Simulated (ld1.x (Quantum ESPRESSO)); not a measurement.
Eu, TM: configuration errors across variants

| Property | Result |
| --- | --- |
| Element | europium |
| Generator | ld1.x (Quantum ESPRESSO) 7.5 |
| Type | norm-conserving Troullier–Martins (Kleinman–Bylander form) |
| Functional | PBE |
| Relativity | scalar-relativistic |
| Frozen core | [Kr] 4d10 |
| Valence charge | 17 |
| Reference configuration | 4f6 5s2 5p6 5d1 6s2 6p0 |
| Partial waves | 5s (bound): rc 1.40 bohr; 5p (bound): rc 1.90 bohr; 5d (bound): rc 2.60 bohr; 4f (bound): rc 1.45 bohr |
| Local potential | all-electron potential smoothed inside 1.95 bohr (lloc = -1) |
| Core correction | none |

Occupied shells without a wave of their own: 6s. They enter only through the test configuration that unscreens the potential.

All-electron excitation energies from the reference (eV): (1) 4f7 5s2 5p6 5d0 6s2 6p0 -3.395; (2) 4f7 5s2 5p6 5d0 6s1 6p0 2.624; (3) 4f7 5s2 5p6 5d0 6s0 6p0 13.859; (4) 4f6 5s2 5p6 5d0 6s2 6p0 6.137; (5) 4f7 5s2 5p5 5d0 6s2 6p0 25.401; (6) 4f7 5s2 5p6 5d0.5 6s1.5 6p0 -2.335; (7) 4f6 5s2 5p6 5d1 6s1 6p0 6.549.

1 further variants failed, have other tests or too few solved ones, and are left out.

A true bound ghost makes a file unfit for plane-wave use even where its test errors are small: the radial tests pick states by their node count and pass the ghost by.

Errors AE − PS in meV (a dash: test not solved or not reliable):

| change | (1) | (2) | (3) | (4) | (5) | (6) | (7) | bound ghosts |
| --- | --- | --- | --- | --- | --- | --- | --- | --- |
| base | -96 | -77 | -44 | -3.2 | -113 | -74 | +23 | none |
| wave 4f (bound): rc 1.45 bohr becomes 4f (bound): rc 1.40 bohr | -128 | -112 | -82 | -3.4 | -168 | -104 | +23 | none |
| wave 5p (bound): rc 1.90 bohr becomes 5p (bound): rc 1.64 bohr | -117 | -99 | -65 | -2.9 | -157 | -95 | +23 | none |
| wave 5s (bound): rc 1.40 bohr becomes 5s (bound): rc 0.92 bohr | +4.5 | -81 | -208 | -1.1 | -107 | +12 | -144 | s |
| local potential the s channel | -83 | -132 | -212 | -3.6 | -121 | -79 | -63 | none |

Task: Give the same row for: wave 5d (bound): rc 2.60 bohr becomes 5d (bound): rc 2.76 bohr.

Result: -97, -79, -46, -3.0, -114, -75, +23; bound ghosts: none.
